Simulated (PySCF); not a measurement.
## BrSiN: bending curve

Computed with PySCF, PBE0, basis Si def2-TZVP, N def2-TZVP, Br def2-TZVP (no relativity, density fitting).

Rigid scan from the singlet minimum (Si–Br 2.171 Å, Si–N 1.558 Å; Br–Si–N 180.0°). Coordinate: the N–Si–Br angle, bonds fixed. Energies in kJ/mol from the minimum.

(1) Predict the curve at 80, 90, 100, 110, 120, 130, 140, 150, 160, 170, 180.

## Answers

(1) 
```json
{"bond angle (°)": "80", "E (kJ/mol)": "82.7", "dipole size (D)": "2.27"}
{"bond angle (°)": "90", "E (kJ/mol)": "95.3", "dipole size (D)": "2.57"}
{"bond angle (°)": "100", "E (kJ/mol)": "85.8", "dipole size (D)": "2.88"}
{"bond angle (°)": "110", "E (kJ/mol)": "66.4", "dipole size (D)": "3.18"}
{"bond angle (°)": "120", "E (kJ/mol)": "46.9", "dipole size (D)": "3.49"}
{"bond angle (°)": "130", "E (kJ/mol)": "30.9", "dipole size (D)": "3.80"}
{"bond angle (°)": "140", "E (kJ/mol)": "18.8", "dipole size (D)": "4.07"}
{"bond angle (°)": "150", "E (kJ/mol)": "10.2", "dipole size (D)": "4.30"}
{"bond angle (°)": "160", "E (kJ/mol)": "4.4", "dipole size (D)": "4.48"}
{"bond angle (°)": "170", "E (kJ/mol)": "1.1", "dipole size (D)": "4.58"}
{"bond angle (°)": "180", "E (kJ/mol)": "0.0", "dipole size (D)": "4.62"}
```

Other isomers or separated fragments may lie lower.
